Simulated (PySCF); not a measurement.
Cr²¹⁺ (chromium, charge +21) across methods

[He] 2s1, 2S determinant. All numbers are calculated (PySCF 2.14, the spin-free X2C one-electron Hamiltonian (Gaussian nucleus), in an uncontracted even-tempered set (19 s from 4.6 bohr⁻², ratio 2.2; 8 p from 7.2 bohr⁻², ratio 2.4; 6 d from 22 bohr⁻², ratio 2.4; 5 f from 33 bohr⁻², ratio 2.4; 4 g from 49 bohr⁻², ratio 2.4)).

```tsv
method	E (hartree)	mean ε 1s α (eV)	mean ε 1s β (eV)	mean ε 2s α (eV)	Σ⟨r²⟩ (bohr²)	⟨S²⟩
BP86	-628.738	-7212.8	-7206.7	-1687.7	0.08996	0.750
PBE0	-628.509	-7250.3	-7241.9	-1696.1	0.09005	0.750
M06-L	-628.729	-7226.9	-7221.4	-1689.5	0.08993	0.750
PBE	-628.459	-7210.4	-7203.7	-1687.4	0.09004	0.750
r2SCAN	-628.631	-7227.7	-7221.7	-1689.5	0.09010	0.750
LDA	-626.655	-7192.9	-7185.9	-1683.9	0.09022	0.750
UHF	-628.60376	-7369.3	-7355.5	-1721.6	0.09009	0.750
```
